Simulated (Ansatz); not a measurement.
Total energies of CH4F2SSi (`FC[SiH](F)S`).

Cartesian coordinates in Å:
```
F -1.604 0.506 -0.750
C -0.245 0.804 -0.756
Si 0.645 -0.162 0.598
F 0.340 0.557 1.992
S -0.006 -2.170 0.582
H -0.132 1.883 -0.612
H 0.160 0.545 -1.740
H 2.112 -0.146 0.400
H -1.271 -1.816 0.285
```

The species carries charge 0 and has multiplicity 1. Geometry: relaxed with PBE0-D4/def2-TZVP. It is one conformer, not always the lowest. Basis def2-TZVPP, Ansatz.

RPA on PBE orbitals: Hartree–Fock energy of these orbitals -925.69364 Eh, correlation -1.54500 Eh (frozen core).

```tsv
functional	energy without D4 (Eh)	D4 term (kJ/mol)
LDA (SPW92)	-923.92504	–
PBE	-927.53515	-19.6
revPBE	-927.88285	-57.3
r2SCAN	-927.94380	-4.7
B97M-V	-927.85502	–
PBE0	-927.60187	-16.6
B3LYP	-928.14291	-31.8
r2SCANh	-927.92778	-5.0
r2SCAN0	-927.90506	-5.5
BHLYP	-928.00423	-24.9
CAM-B3LYP	-928.05438	-16.9
ωB97M-V	-927.99116	–
B2PLYP	-927.71378	–
PBE-QIDH	-927.40457	–
```

**Question.** Give the same for BLYP, HSE06 (plane-wave form), LC-ωPBE, ωB97X-V. (Estimate.)

**Answer.** The calculation gave: 
```json
{"functional": "BLYP", "energy without D4 (Eh)": "-928.05853", "D4 term (kJ/mol)": "-43.0"}
{"functional": "HSE06 (plane-wave form)", "energy without D4 (Eh)": "-927.57756", "D4 term (kJ/mol)": "-15.5"}
{"functional": "LC-ωPBE", "energy without D4 (Eh)": "-927.76612", "D4 term (kJ/mol)": "–"}
{"functional": "ωB97X-V", "energy without D4 (Eh)": "-927.91841", "D4 term (kJ/mol)": "–"}
```

B3LYP takes the VWN-RPA correlation (the form of Gaussian; ORCA's B3LYP/G). HSE06 is the plane-wave form, built on full-range PBE exchange. The double hybrids freeze the cores in their second-order part.

LC-ωPBE has ω = 0.4 bohr⁻¹.
